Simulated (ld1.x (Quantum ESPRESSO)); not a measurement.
**Building the PAW potential for manganese (Mn) (PBEsol, fully relativistic).**

ld1.x (Quantum ESPRESSO) 7.5 input, shortened:

```
&input
   title='Mn', zed=25., rel=2, dft='PBESOL', iswitch=3,
   config='[Ar] 3d5 4s2 4p0', rel_dist='average'
 /
 &inputp
   pseudotype=3, lpaw=.true., tm=.true., lloc=-1, rcloc=1.40,
   nlcc=.true.,
   which_augfun='BESSEL', rmatch_augfun=1.20
 /
6
3S  1  0   2.00   0.00  1.30  1.65  0.0
4S  2  0   2.00   0.00  1.30  1.65  0.0
3P  2  1   6.00   0.00  1.30  1.70  0.0
4P  3  1   0.00   0.00  1.30  1.70  0.0
3D  3  2   5.00   0.00  1.85  2.00  0.0
3D  3  2   0.00  -0.10  1.85  2.00  0.0
 &test
   configts(1)='3s2 3p6 3d5 4s2 4p0'
 /
```

Open shells are filled in proportion to 2j + 1 (rel_dist='average').

* Configuration tests: test run stopped at test 4 of 7 (negative rho), 1 before it not solved; not counted: 3s2 3p6 3d4 4s0 4p0 (solver errors, printed error -2153 eV)

The ghost test of this file was not conclusive.
